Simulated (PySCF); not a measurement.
Two species compared at the same levels of theory.

First species: C7H8SSi.
Numbering: `[CH3:1][C:2](=[S:3])[C:4]#[C:5][C:6]1=[CH:7][CH2:8][SiH2:9]1` (hydrogens: H10, H11, H12 on C1; H13 on C7; H14, H15 on C8; H16, H17 on Si9)

Geometry (GFN2-xTB, Å), atoms numbered from 1 in this order:
```
atom  x, y, z in Å
C1     0.503    3.731   -0.393
C2    -0.614    2.746   -0.514
S3    -2.119    3.193   -1.008
C4    -0.352    1.421   -0.191
C5    -0.179    0.251    0.098
C6    -0.041   -1.087    0.421
C7     1.012   -1.748    0.950
C8     0.560   -3.170    1.092
Si9   -1.143   -2.646    0.346
H10    0.914    3.707    0.617
H11    0.149    4.733   -0.619
H12    1.306    3.467   -1.083
H13    1.981   -1.360    1.227
H14    0.571   -3.514    2.126
H15    1.170   -3.869    0.519
H16   -2.285   -2.684    1.254
H17   -1.440   -3.162   -0.987
```

Second species: C₇H₈O₂Si.
Structure used (GFN2-xTB), in Å, numbered top down from 1:
```
atom  x, y, z in Å
C1     3.0041   -2.1022   -1.6915
C2     2.2619   -1.1357   -1.2778
C3     1.5120   -0.1377   -0.8575
C4     0.2948   -0.3528   -0.1641
C5    -0.7459   -0.5173    0.4274
Si6   -2.3429   -0.7404    1.3308
C7    -3.0595    0.9749    1.7112
C8     1.9384    1.2629   -1.1048
O9     2.9365    1.5890   -1.6953
O10    1.0777    2.1516   -0.5890
H11    2.8825   -2.5332   -2.6727
H12    3.7850   -2.5224   -1.0774
H13   -2.0684   -1.4689    2.5768
H14   -3.2494   -1.5061    0.4642
H15   -3.2372    1.5406    0.8008
H16   -2.3814    1.5547    2.3315
H17   -4.0053    0.8964    2.2405
H18    1.3884    3.0529   -0.7648
```

Levels: PBE0/pcSseg-1 for dipole moment, HOMO energy, LUMO energy and HOMO–LUMO gap; GFN2-xTB for rotational constant A and rotational constant C. Geometries: GFN2-xTB. Each species is one conformer at its optimised geometry, gas phase, non-relativistic unless stated; the electronic structure was computed with PySCF and density fitting.

The conformers computed, where there is a choice (atom-mapped SMILES and torsion angles):
- `[CH2:1]=[C:2]=[C:3]([C:4]#[C:5][SiH2:6][CH3:7])[C:8](=[O:9])[OH:10]`: C2–C3–C8–O9 1°, H–O10–C8–C3 180°

Values for the first species:

```
Dipole moment         : 4.27 D
HOMO energy           : -6.21 eV
LUMO energy           : -2.75 eV
HOMO–LUMO gap         : 3.46 eV
Rotational constant A : 3.019 GHz
Rotational constant C : 0.389 GHz
```

(1) Estimate the same properties for the second species, and the change in each.

Answers

(1) 
```
             property      first     second  second less first
        dipole moment     4.27 D     0.93 D            -3.34 D
          HOMO energy   -6.21 eV   -7.22 eV           -1.01 eV
          LUMO energy   -2.75 eV   -1.74 eV           +1.01 eV
        HOMO–LUMO gap    3.46 eV    5.48 eV           +2.02 eV
rotational constant A  3.019 GHz  1.874 GHz         -1.145 GHz
rotational constant C  0.389 GHz  0.414 GHz         +0.025 GHz
```

On the first: The dipole equals about 14.2 × 10⁻³⁰ C·m (1 D = 3.33564 × 10⁻³⁰ C·m).

On the second: The dipole equals about 3.1 × 10⁻³⁰ C·m (1 D = 3.33564 × 10⁻³⁰ C·m).
